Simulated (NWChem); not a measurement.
System: CH4Si, singlet; SMILES C[SiH]

The following NWChem deck was run.

```
start job
memory heap 200 mb stack 900 mb global 1100 mb
geometry units angstroms noautosym nocenter noautoz
  Si     0.129348    -0.770554    -0.000383
  H     -1.415338    -0.939975     0.001536
  C      0.045925     1.142821    -0.001145
  H      1.037051     1.637167    -0.006866
  H     -0.526549     1.493741     0.888335
  H     -0.539798     1.497155    -0.880316
end
basis spherical
  * library def2-svp
end
dft
  xc b3lyp
  iterations 150
end
cosmo
  do_cosmo_smd true
  solvent water
end
task dft energy
```

Excerpt of the output:

```
             Northwest Computational Chemistry Package (NWChem) 7.3.0
             --------------------------------------------------------

                             Geometry "geometry" -> ""
                             -------------------------

 Output coordinates in angstroms (scale by  1.889725989 to convert to a.u.)

  No.       Tag          Charge          X              Y              Z
 ---- ---------------- ---------- -------------- -------------- --------------
    1 Si                  14.0000     0.12934800    -0.77055400    -0.00038300
    2 H                    1.0000    -1.41533800    -0.93997500     0.00153600
    3 C                    6.0000     0.04592500     1.14282100    -0.00114500
    4 H                    1.0000     1.03705100     1.63716700    -0.00686600
    5 H                    1.0000    -0.52654900     1.49374100     0.88833500
    6 H                    1.0000    -0.53979800     1.49715500    -0.88031600

 Effective nuclear repulsion energy (a.u.)      47.9666247703

                                 NWChem DFT Module
                                 -----------------

 Summary of "ao basis" -> "ao basis" (spherical)
 ------------------------------------------------------------------------------
       Tag                 Description            Shells   Functions and Types
 ---------------- ------------------------------  ------  ---------------------
 Si                         def2-svp                 8       18   4s3p1d
 H                          def2-svp                 3        5   2s1p
 C                          def2-svp                 6       14   3s2p1d

 in cosmo_initialize ...
 calling solv_data for solv:h2o

 solvent parameters
 solvname_short: h2o
 solvname_long:  water
 dielec:       78.4000
 dielecinf:     1.7769
 aqueous SMD model solvent descriptors
 dielec:       78.4000
 sola:          0.8200

          ---------------
          -cosmo- solvent
          ---------------
 Cosmo: York-Karplus, doi: 10.1021/jp992097l
 dielectric constant -eps-     =  78.40
 screen = (eps-1)/(eps    )    =   0.98724
 surface charge correction     = lagrangian

   van der Waals surface
 --------------------------

 ---------- ATOMIC COORDINATES (A.U.) ------------ VDWR(ANG.) --
     1    0.24443228   -1.45613592   -0.00072377     2.470
     2   -2.67460100   -1.77629519    0.00290262     1.200
     3    0.08678567    2.15961854   -0.00216374     1.850
     4    1.95974223    3.09379703   -0.01297486     1.200
     5   -0.99503333    2.82276119    1.67870974     1.200
     6   -1.02007031    2.82921271   -1.66355602     1.200
 number of segments per atom =        128
 number of   points per atom =        128
 atom (   nspa,  nppa )
 ----------------------
    1 (    104,     0 )       0
    2 (     36,     0 )       0
    3 (     54,     0 )       0
    4 (     54,     0 )       0
    5 (     53,     0 )       0
    6 (     53,     0 )       0
 number of -cosmo- surface points =      354
 molecular surface =     95.481 angstrom**2
 molecular volume  =     75.826 angstrom**3
 -lineq- algorithm             =   0
 -bem- low  level              =   3
 -bem- from -octahedral-
 gaussian surface charge width =   4.50000
 degree of switching           =   1.00000
 switching function tolerance  =   0.00010
 atomic radii =
 --------------
    1 14.000  2.470
    2  1.000  1.200
    3  6.000  1.850
    4  1.000  1.200
    5  1.000  1.200
    6  1.000  1.200
 ...... end of -cosmo- initialization ......

 nat:                     6
 ixmem:                  2111
 calling mnsol_interface()
 G(SMD-CDS) energy (kcal/mol)  =     1.991
 SMD-CDS SASA (angstrom**2)    =   110.202

            General Information
            -------------------
          SCF calculation type: DFT
          Wavefunction type:  closed shell.
          No. of atoms     :     6
          No. of electrons :    24
           Alpha electrons :    12
            Beta electrons :    12
          Charge           :     0
          Spin multiplicity:     1
          Use of symmetry is: off; symmetry adaption is: off
          Maximum number of iterations: 150
          AO basis - number of functions:    52
                     number of shells:    26
          Convergence on energy requested:  1.00D-06
          Convergence on density requested:  1.00D-05
          Convergence on gradient requested:  5.00D-04

              XC Information
              --------------
                         B3LYP Method XC Potential
                     Hartree-Fock (Exact) Exchange  0.200
                        Slater Exchange Functional  0.800 local
                    Becke 1988 Exchange Functional  0.720 non-local
              Lee-Yang-Parr Correlation Functional  0.810
                  VWN I RPA Correlation Functional  0.190 local

             Grid Information
             ----------------
          Grid used for XC integration:  medium
          Radial quadrature: Mura-Knowles
          Angular quadrature: Lebedev.
          Tag              B.-S. Rad. Rad. Pts. Rad. Cut. Ang. Pts.
          ---              ---------- --------- --------- ---------
          Si                  1.10       88           8.0       590
          H                   0.35       45          10.0       434
          C                   0.70       49           8.0       434
          Grid pruning is: on
          Number of quadrature shells:   317
          Spatial weights used:  Erf1

      Superposition of Atomic Density Guess
      -------------------------------------

 Sum of atomic energies:        -328.36047090

      Non-variational initial energy
      ------------------------------

 Total energy =    -329.019527
 1-e energy   =    -547.733069
 2-e energy   =     170.746918
 HOMO         =      -0.216564
 LUMO         =      -0.069519

   convergence    iter        energy       DeltaE   RMS-Dens  Diis-err
 ---------------- ----- ----------------- --------- --------- ---------
     COSMO gas phase
 d= 0,ls=0.0,diis     1   -329.8193888862 -3.78D+02  9.75D-03  1.39D-01
 d= 0,ls=0.0,diis     2   -329.8320049040 -1.26D-02  5.29D-03  3.91D-02
 d= 0,ls=0.0,diis     3   -329.8356852094 -3.68D-03  1.77D-03  1.67D-02
 d= 0,ls=0.0,diis     4   -329.8380439330 -2.36D-03  4.40D-04  2.06D-04
 d= 0,ls=0.0,diis     5   -329.8380819317 -3.80D-05  4.62D-05  2.29D-06
 d= 0,ls=0.0,diis     6   -329.8380823337 -4.02D-07  1.33D-05  2.53D-07
 d= 0,ls=0.0,diis     7   -329.8380823817 -4.80D-08  1.98D-06  3.43D-09

   convergence    iter        energy       DeltaE   RMS-Dens  Diis-err
 ---------------- ----- ----------------- --------- --------- ---------
     COSMO solvation phase
 d= 0,ls=0.0,diis     1   -329.8382502059 -1.68D-04  2.80D-03  7.27D-04
 d= 0,ls=0.0,diis     2   -329.8386057593 -3.56D-04  3.33D-04  7.34D-05
 d= 0,ls=0.0,diis     3   -329.8386163553 -1.06D-05  1.30D-04  3.93D-05
 d= 0,ls=0.0,diis     4   -329.8386218436 -5.49D-06  4.13D-05  4.40D-06
 d= 0,ls=0.0,diis     5   -329.8386224576 -6.14D-07  7.87D-06  7.25D-08

         Total DFT energy =     -329.838622457607
      One electron energy =     -549.470000678566
           Coulomb energy =      199.458281633171
    Exchange-Corr. energy =      -27.751986831156
 Nuclear repulsion energy =       47.966624770309

             COSMO energy =       -0.041541351365

 Numeric. integr. density =       23.999993837995

                                COSMO-SMD solvation results
                                ---------------------------

             internal energy in gas <Psi(g)|H|Psi(g)> =      -329.838082381693
         internal energy in solvent <Psi(s)|H|Psi(s)> =      -329.837633379279
                               delta internal energy  =         0.000449002414 (    0.28 kcal/mol)
   total free energy in solvent <Psi(s)|H+V/2|Psi(s)> =      -329.841795200926
 polarization energy contribution <Psi(s)|V/2|Psi(s)> =        -0.004161821646 (   -2.61 kcal/mol)
    total free energy in solvent including G(SMD-CDS) =      -329.838622457607
                       G(SMD-CDS) energy contribution =         0.003172743319 (    1.99 kcal/mol)
     1 M fixed-concentration free energy of solvation =        -0.000540075914 (   -0.34 kcal/mol)

                       DFT Final Molecular Orbital Analysis
                       ------------------------------------

 Vector   10  Occ=2.000000D+00  E=-3.950491D-01
              MO Center= -2.2D-01,  1.2D+00,  6.1D-03, r^2= 1.3D+00
   Bfn.  Coefficient  Atom+Function         Bfn.  Coefficient  Atom+Function
  ----- ------------  ---------------      ----- ------------  ---------------
    29      0.430722  3 C  pz                43      0.307656  5 H  s
    48     -0.303205  6 H  s                 32      0.198952  3 C  pz
    44      0.124838  5 H  s                 49     -0.123059  6 H  s
    10      0.064674  1 Si pz                13      0.058537  1 Si pz
     7     -0.037587  1 Si pz                15      0.035639  1 Si d -1

 Vector   11  Occ=2.000000D+00  E=-3.117032D-01
              MO Center= -3.4D-01, -2.5D-02, -3.9D-04, r^2= 2.6D+00
   Bfn.  Coefficient  Atom+Function         Bfn.  Coefficient  Atom+Function
  ----- ------------  ---------------      ----- ------------  ---------------
    28      0.351987  3 C  py                19      0.302732  2 H  s
     9     -0.223595  1 Si py                20      0.218879  2 H  s
    31      0.197457  3 C  py                 8     -0.175871  1 Si px
    38      0.172153  4 H  s                 12     -0.149107  1 Si py
    11     -0.127720  1 Si px                26     -0.123733  3 C  s

 Vector   12  Occ=2.000000D+00  E=-2.299012D-01
              MO Center=  2.6D-01, -8.3D-01, -2.1D-04, r^2= 2.6D+00
   Bfn.  Coefficient  Atom+Function         Bfn.  Coefficient  Atom+Function
  ----- ------------  ---------------      ----- ------------  ---------------
     4      0.415709  1 Si s                  3      0.349996  1 Si s
    11      0.262953  1 Si px                12     -0.242202  1 Si py
     8      0.240882  1 Si px                 9     -0.222253  1 Si py
     2      0.210489  1 Si s                 20     -0.210057  2 H  s
    19     -0.203964  2 H  s                 28      0.204420  3 C  py

 Vector   13  Occ=0.000000D+00  E=-9.725571D-02
              MO Center=  1.1D-01, -7.3D-01, -5.3D-04, r^2= 2.7D+00
   Bfn.  Coefficient  Atom+Function         Bfn.  Coefficient  Atom+Function
  ----- ------------  ---------------      ----- ------------  ---------------
    13      0.730998  1 Si pz                10      0.405897  1 Si pz
     7     -0.220011  1 Si pz                44     -0.114546  5 H  s
    49      0.113620  6 H  s                 43     -0.106671  5 H  s
    48      0.105802  6 H  s                 29     -0.074068  3 C  pz
    32     -0.045262  3 C  pz

 Vector   14  Occ=0.000000D+00  E= 3.080197D-02
              MO Center=  1.2D-01, -3.2D-01, -8.5D-04, r^2= 4.8D+00
   Bfn.  Coefficient  Atom+Function         Bfn.  Coefficient  Atom+Function
  ----- ------------  ---------------      ----- ------------  ---------------
    26      1.638708  3 C  s                 12     -0.885531  1 Si py
    20     -0.751445  2 H  s                 11     -0.715588  1 Si px
    49     -0.509730  6 H  s                 44     -0.506237  5 H  s
    39     -0.433707  4 H  s                  4     -0.206937  1 Si s
     3      0.180668  1 Si s                  8     -0.160837  1 Si px

 Vector   15  Occ=0.000000D+00  E= 8.596697D-02
              MO Center= -3.2D-01,  1.3D-01,  8.6D-03, r^2= 5.4D+00
   Bfn.  Coefficient  Atom+Function         Bfn.  Coefficient  Atom+Function
  ----- ------------  ---------------      ----- ------------  ---------------
    26      2.028619  3 C  s                 20      1.395429  2 H  s
     4     -1.294949  1 Si s                 11      1.140848  1 Si px
    44     -0.698683  5 H  s                 39     -0.678527  4 H  s
    49     -0.681032  6 H  s                 12     -0.453824  1 Si py
     8      0.182135  1 Si px                19      0.179513  2 H  s

     Multipole analysis of the density
     ---------------------------------

     L   x y z        total         alpha         beta         nuclear
     -   - - -        -----         -----         ----         -------
     0   0 0 0     -0.000000    -12.000000    -12.000000     24.000000

     1   1 0 0     -0.099420     -0.656112     -0.656112      1.212803
     1   0 1 0      0.557426      0.508071      0.508071     -0.458716
     1   0 0 1      0.000565      0.009299      0.009299     -0.018034

     2   2 0 0    -17.830579    -15.868472    -15.868472     13.906365
     2   1 1 0      0.614909     -0.322925     -0.322925      1.260759
     2   1 0 1      0.003691      0.006956      0.006956     -0.010222
     2   0 2 0    -17.938274    -52.152931    -52.152931     86.367589
     2   0 1 1      0.006593      0.016565      0.016565     -0.026537
     2   0 0 2    -13.918476     -9.752087     -9.752087      5.585697
```

Level: B3LYP/def2-SVP, SMD on the gas-phase geometry. Low-valent species are run as closed-shell singlets; no triplet was tried in these runs. All runs use the structure optimised with PBE-D3(BJ)/def2-SVP. Solvent: water.
